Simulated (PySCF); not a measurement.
Ge⁺ (germanium, charge +1): UHF calculation

Configuration: [Ar] 3d10 4s2 4p1, 2P determinant. Calculation: PySCF 2.14, in cc-pVTZ-PP with ECP10MDF (5s4p3d1f, 39 functions); scalar relativity through the core potential.

```json
{
  "Total energy": "-293.080568 hartree",
  "One-electron energy": "-515.5536 hartree",
  "Hartree (Coulomb) energy": "245.9575 hartree",
  "Exchange energy": "-23.4845 hartree",
  "⟨S²⟩": "0.7603",
  "⟨L²⟩": "2.031",
  "Sum of ⟨r⟩": "19.14 bohr",
  "Sum of ⟨r²⟩": "28.13 bohr²",
  "Traceless quadrupole moment −½Σ⟨3z² − r²⟩ along its main axis": "-3.18 e·bohr²",
  "Time after the integrals": "0.22 s of wall time on 1 thread of Neoverse-N1 (shared host)"
}
```

| shell | electrons | mean orbital energy (hartree) | spread (hartree) | rms radius, mean of both spins (bohr) |
| --- | --- | --- | --- | --- |
| 3s α | 1 | -7.68529 | 0 | 0.670 |
| 3s β | 1 | -7.68105 | 0 | 0.670 |
| 3p α | 3 | -5.59896 | 0.00106 | 0.702 |
| 3p β | 3 | -5.59382 | 0.01820 | 0.702 |
| 3d α | 5 | -1.93855 | 0.01062 | 0.808 |
| 3d β | 5 | -1.93532 | 0.01823 | 0.808 |
| 4s α | 1 | -0.90312 | 0 | 2.24 |
| 4s β | 1 | -0.81848 | 0 | 2.24 |
| 4p α | 1 | -0.57197 | 0 | 2.78 |

Energies and moments cover only the electrons outside the core potential.
